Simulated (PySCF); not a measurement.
Two species compared at the same levels of theory.

First species: C2H12BN3Si2.
InChI=1S/C2H12BN3Si2/c7-6(8)3-4-1-2-5-3/h4-5H,1-2H2,7-8H3

Second species: C3H5O2 (charge +1).
SMILES: `C(OC)C#[O+]`

Levels: PBE0/def2-SVPD for HOMO energy, LUMO energy, HOMO–LUMO gap and static isotropic polarisability; TDDFT PBE0/def2-SVPD for lowest singlet excitation; TDA PBE0/def2-SVPD for lowest triplet excitation (Tamm–Dancoff); ΔSCF PBE0/def2-SVPD for vertical ionisation energy. Geometries: PBE0-D3(BJ)/def2-SVP. Each species is one conformer at its optimised geometry, gas phase, non-relativistic unless stated. Electronic properties by PySCF.

Dipoles, sizes and rotational constants follow the conformer. The torsions of the flexible species, by atom-mapped SMILES:
- `[CH3:1][O:2][CH2:3][C:4]#[O+:5]`: C1–O2–C3–C4 88°

The conformers of `[SiH3]N([SiH3])B1NCCN1` aren't listed.

Question: Which has the higher HOMO energy?

Answer: The first: -6.44 eV against -14.23 eV, a difference of 7.79 eV.

Question: Which of the two has the higher HOMO–LUMO gap, and by how much?

Answer: The first: 6.53 eV against 5.77 eV, a difference of 0.76 eV.

Question: Which of the two has the higher T1 energy, and by how much?

Answer: The first: 5.35 eV against 3.84 eV, a difference of 1.51 eV.

Question: Which of the two has the higher LUMO energy, and by how much?

Answer: The first: 0.09 eV against -8.46 eV, a difference of 8.55 eV.

Question: Which of the two has the higher S1 energy, and by how much?

Answer: The first: 5.47 eV against 4.49 eV, a difference of 0.98 eV.

Question: Which of the two has the higher static isotropic polarisability, and by how much?

Answer: The first: 111.8 au against 39.7 au, a difference of 72.1 au.

Question: Which of the two has the higher vertical ionisation energy, and by how much?

Answer: The second: 16.60 eV against 8.29 eV, a difference of 8.31 eV.

On the first: No computed singlet falls in the visible range (750 to 380 nm, 1.65 to 3.26 eV); S1 lies 2.21 eV above its blue end. The 10 singlets span 5.47 to 6.97 eV, and their oscillator strengths add up to 0.14.

On the second: The polarisability is 5.88 Å³ as a volume (1 au = 0.148185 Å³), or 1.05 au for each of the 38 electrons. The principal polarisabilities are 31.1, 37.1 and 50.9 au; their mean is the isotropic value.
